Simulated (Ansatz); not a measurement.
The same path of AlH$_{7}$N$_{2}$S (11 atoms, charge 0, multiplicity 1) was run twice with different band settings. Lost on the way: Al1–H2, N3–H10, S9–H11. Made: H2–H11, S9–H10.

Theory: RKS LDA/def2-SVP in Ansatz 0.2.0.

Relaxed end points:

```xyz
11
Properties=species:S:1:pos:R:3
Al -0.344 0.268 0.518
H -0.248 -1.046 1.439
N 1.463 0.434 -0.388
H 2.189 -0.294 -0.317
H 1.023 0.434 -1.335
N -1.204 0.216 -1.091
H -1.647 -0.655 -1.405
H -1.836 0.986 -1.342
S -0.507 2.290 1.452
H 1.864 1.365 -0.193
H 0.076 1.873 2.613
```

```xyz
11
Properties=species:S:1:pos:R:3
Al 0.012 0.797 -0.327
H -0.144 -0.295 1.903
N 1.530 -0.028 -0.709
H 1.620 -1.021 -0.938
H 2.426 0.450 -0.834
N -1.558 0.154 -0.818
H -1.702 -0.524 -1.569
H -2.456 0.477 -0.450
S 0.053 2.803 0.568
H 1.265 2.569 1.152
H -0.218 0.490 1.970
```

Common settings: movable images 9; climbing image yes; spring 5.0 eV/Å²; optimiser quadratic models (default); start path through a guess of the saddle point; iteration limit 60; end points relaxed.

| run | force threshold |
| --- | --- |
| 1 | 0.03 eV/Å |
| 2 | 0.5 eV/Å |

Q: What does each run give, and how far can it be trusted?

A: Run 1: converged after 42 iterations, highest image 1.437 eV above the first end. The profile has 2 maxima (images 6, 8) with wells between them (image 7): this band takes more than one step, which may be the mechanism or a detour left from its start path. A structure lower than the first end lies on the path between it and the top, so the climb from that side starts below the end, which may itself be a saddle point or a shallow side well. A structure lower than the last end lies on the path between it and the top, so the climb from that side starts below the end, which may itself be a saddle point or a shallow side well. A vibrational analysis at the climbing image gives one clearly imaginary mode, 354i cm⁻¹: a first-order saddle point.
Run 2: converged after 9 iterations, highest image 1.555 eV above the first end. The threshold of 0.5 eV/Å is loose, so the images may lie well off the minimum-energy path. The order of the point at the top wasn't checked.
The orbitals stay closed-shell, which can raise the energy where a bond breaks towards radicals; this wasn't checked here.
